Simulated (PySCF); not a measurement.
# Exact mass, isotope pattern and composition

Species: `[Cl][Sb]([Cl])[Cl]`.

Calculated from tabulated atomic weights, isotope masses and abundances; no fragmentation.

Question: Find the molar and monoisotopic masses of SbCl3.

Answer: For SbCl3, with standard atomic weights, 1 × 121.760 + 3 × 35.450 = 228.110 g/mol. From the most abundant isotopes (121Sb, 35Cl), 1 × 120.903816 + 3 × 34.968853 = 225.8104 u.

Question: Give the isotope pattern of the molecular ion M+•, merging species of the same nominal mass.

Answer: 
| nominal mass | m/z (centroid) | relative intensity |
| --- | --- | --- |
| 226 | 225.8098 | 58.6 |
| 228 | 227.8083 | 100.0 |
| 230 | 229.8063 | 60.0 |
| 232 | 231.8039 | 15.3 |
| 234 | 233.8014 | 1.4 |

Cut off at 0.1 %. One electron mass, 0.00055 u, is taken off. Abundances used (%; other tables differ somewhat): 121Sb 57.21, 123Sb 42.79; 35Cl 75.78, 37Cl 24.22.

Question: What resolving power m/Δm just matches the spacing of the species with one 37Cl and with one 123Sb?

Answer: They lie 0.00335 u apart at mass 227.81, so m/Δm is about 68000.

Question: Elemental analysis, calculated?

Answer: Sb 53.38 %, Cl 46.62 %.

Question: Which m/z would the protonated and sodiated molecule have?

Answer: [M+H]+ 226.8177, [M+Na]+ 248.7996, for the monoisotopic species (arithmetic only; whether such ions form is another matter).
